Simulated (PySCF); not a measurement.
## silicon tetrafluoride: ΔSCF against reference XPS values

Measured values to reproduce (core binding energies): Si 1s of Si2 1852.50 eV [1]. Sources and the comparison follow the method.

Species: silicon tetrafluoride, SiF₄.
Geometry (GFN2-xTB, Å), atoms numbered from 1 in this order:
```xyz
5
SiF4 angstrom
F     -1.2553   -0.0276   -0.9368
Si     0.0018    0.0006   -0.0035
F      1.2902   -0.2576   -0.8553
F      0.1069    1.4008    0.6899
F     -0.1350   -1.1134    1.0885
```

Method used: PySCF, delta-SCF UKS SCAN, pcX-2 on the ionised atom, pcseg-1 elsewhere, spin-free X2C. Binding energies are ΔSCF values: E(core-ionised, relaxed orbitals) − E(ground state) at a fixed geometry, referred to the vacuum level.

```
atom             environment  level  this calculation (eV)  reference (eV)  difference (eV)  source
 Si2  fluorine-bound silicon  Si 1s                1852.22         1852.50            -0.28     [1]
```

[1] measured, gas; Cunha, Hait, Kang, Mao, Head-Gordon, J. Phys. Chem. Lett. 2022, 13, 3438 (arXiv:2111.08405)

Task: How far is it from the measured entries?

Result: The one measured value differs by -0.28 eV, too little evidence for a typical error. The calculation is vertical and has no vibrational structure, and measured positions depend on the energy calibration.

Task: What does the calculation give for the levels without a reference value here?

Result: F1/F3/F4/F5 F 1s 694.54 eV; Si2 Si 2p3/2 111.79 eV.

Atoms equivalent by their bonding share one computed value, that of the first of them. The 2p values add to the ΔSCF energy of one spin-free hole a correction within the shell (spin–orbit coupling, ligand field). 2p1/2 minus 2p3/2 (ligand field included): Si 0.63 eV. Geometry: GFN2-xTB; no solvent, vibrations or thermal averaging.
